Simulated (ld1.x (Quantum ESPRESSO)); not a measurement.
## Which change was made? (Mo, TM)

| Item | Value |
| --- | --- |
| Element | molybdenum (Mo) |
| Generator | ld1.x (Quantum ESPRESSO) 7.5 |
| Type | norm-conserving Troullier–Martins (Kleinman–Bylander form) |
| Functional | PBE |
| Relativity | scalar-relativistic |
| Frozen core | [Ar] 3d10 |
| Valence charge | 14 |
| Reference configuration | 4s2 4p6 4d3 5s0 5p0 (charge +3) |
| Partial waves | 4p (bound): rc 1.60 bohr; 4d (bound): rc 1.70 bohr; 4s (bound): rc 1.30 bohr |
| Local potential | the s channel |
| Core correction | Bessel-smoothed model core inside 1.20 bohr |

Cutoffs, loose and tight: the cutoffs (Ry, on a coarse ladder) from which the occupation-weighted sum of valence levels, in a spherical-Bessel basis at the reference potential, stays within 10 and 1 mRy of its value at 400 Ry. They do not see the model core or the augmentation charge, which bear on the density cutoff. Test errors are all-electron minus pseudo excitation energies from the reference, over the configurations 4s2 4p6 4d5 5s1 5p0; 4s2 4p6 4d5 5s0 5p0; 4s2 4p6 4d4 5s0 5p0; 4s2 4p6 4d5 5s0.5 5p0; 4s2 4p6 4d5.5 5s0.5 5p0; 4s2 4p5 4d5 5s1 5p0; 4s2 4p6 4d2 5s0 5p0; variants that change the core or the reference have their own tests.

The base gives: outcome: generated; cutoff, loose: 90 Ry; cutoff, tight: 140 Ry; bound ghosts: none; largest test error (meV): +174.

**Question.** After one change the result is: outcome: generated; cutoff, loose: 50 Ry; cutoff, tight: 90 Ry; bound ghosts: none; largest test error (meV): +1604. Which change was it?
A. wave 4s (bound): rc 1.30 bohr becomes 4s (bound): rc 1.20 bohr
B. wave 4s (bound): rc 1.30 bohr becomes 4s (bound): rc 1.08 bohr
C. wave 4s (bound): rc 1.30 bohr becomes 4s (bound): rc 0.86 bohr
D. wave 4s (bound): rc 1.30 bohr becomes 4s (bound): rc 1.74 bohr

**Answer.** D. The others give: wave 4s (bound): rc 1.30 bohr becomes 4s (bound): rc 0.86 bohr → outcome: generated; cutoff, loose: 200 Ry; cutoff, tight: over 300 Ry; bound ghosts: none; largest test error (meV): +196 | wave 4s (bound): rc 1.30 bohr becomes 4s (bound): rc 1.08 bohr → outcome: generated; cutoff, loose: 100 Ry; cutoff, tight: 180 Ry; bound ghosts: none; largest test error (meV): +67 | wave 4s (bound): rc 1.30 bohr becomes 4s (bound): rc 1.20 bohr → outcome: generated; cutoff, loose: 90 Ry; cutoff, tight: 160 Ry; bound ghosts: none; largest test error (meV): +91.
